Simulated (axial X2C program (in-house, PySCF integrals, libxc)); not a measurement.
Potential curves of VSi⁺, with spin–orbit coupling

All values were computed with an axial X2C code built on PySCF integrals. Two-component (2c) means X2C with spin–orbit coupling and atomic mean-field two-electron Coulomb and Gaunt terms. Basis: V dyall-cv3z [10s10p6d4f2g], Si dyall-v3z [8s7p2d1f] (cores contracted in-house); Gaussian nuclei, density fitting, unrestricted open shells. Masses: V 50.944 u, Si 27.977 u.

State: Ω = 3 (⟨Sz⟩ = 3.00, ⟨Lz⟩ = 0.00 at PBE0). Energies in kJ/mol from the lowest point of each curve. Fits are polynomials in 1 − R0/R over 0.85 to 1.23 times the lowest point R0.

| R (Å) | PBE0 |
| --- | --- |
| 2.0723 | 57.33 |
| 2.1676 | 23.85 |
| 2.2391 | 9.42 |
| 2.3105 | 2.00 |
| 2.3820 | 0.00 |
| 2.4654 | 2.88 |
| 2.5487 | 9.85 |
| 2.6559 | 22.91 |
| 2.7869 | 42.59 |
| 2.9775 | 74.20 |

The state is one determinant whose occupation by symmetry is held fixed; it was picked as the lowest of a PBE0 search that is not exhaustive. Density functionals use the spin component along the axis (collinear). PBE0 can misorder states that lie within some tenths of an eV, so this need not be the ground state of the molecule. The nearest other 2c determinant of the search, Ω = 2, lies 0.37 eV up at the distance of the search. With several unpaired electrons one determinant need not be a pure state. Open-shell Ω = 0 determinants with evenly filled partner blocks cannot be reached by this program, so the Ω shown need not be the lowest component.

Problem. What are Re and ωe at the PBE0 level?

Solution. At PBE0, 2c: Re = 2.377 Å, ωe ≈ 360 cm⁻¹; Be follows as 0.165 cm⁻¹.
